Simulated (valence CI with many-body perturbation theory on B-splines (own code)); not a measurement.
The numbers below are computed, except where a source is named.
Basis-set convergence for As XXIX

Method: configuration interaction combined with many-body perturbation theory (CI+MBPT): three valence electrons over a frozen Dirac-Fock core [He], a basis of 9 s, 9 p, 8 d, 6 f, 3 g, 1 h functions for each j, with the one-electron correlation potential Σ1, the two-electron term Σ2, the three-electron term Σ3, Breit, model QED; selected CI, second order for the rest, scaled by the run's own slope (own B-spline code, finite nucleus).

No measured spectrum was set against this ion. As an estimate, large intervals hold to a few tenths of a per cent, small ones and those within an open d or f shell to about a per cent.

The reference run has the lowest level 2s2.2p 2P°_1/2 and an ionisation energy of 3088.96 eV. Its largest variational space holds 10703 state functions.

Names give the largest LS component (configuration and term), which can be under half, so a name can repeat, a term be missing and a line seem to break the LS rules; names also repeat where a configuration has a term twice.

Changed runs:
A. basis 6 s, 6 p, 5 d, 3 f, 1 g
B. basis 5 s, 5 p, 4 d, 2 f

Excitation energies of the reference run in cm⁻¹, and shifts in cm⁻¹:

```csv
Level,Reference,A,B
2s2.2p 2P°_3/2,336866,-3.2,-14
2s.2p2 4P_1/2,603366,-116,-330
2s.2p2 4P_3/2,801453,-157,-455
2s.2p2 4P_5/2,915578,-91,-283
2s.2p2 2D_3/2,1175690,+119,+379
2s.2p2 2P_1/2,1266190,+127,+443
2s.2p2 2D_5/2,1310010,+58,+185
2s.2p2 2S_1/2,1626480,+161,+543
2s.2p2 2P_3/2,1638210,+134,+457
2p3 4S°_3/2,1911050,-28,-61
2p3 2D°_3/2,2169270,+29,+110
2p3 2D°_5/2,2249650,+115,+336
Ionisation energy (eV),3088.96,-0.016,-0.06
```
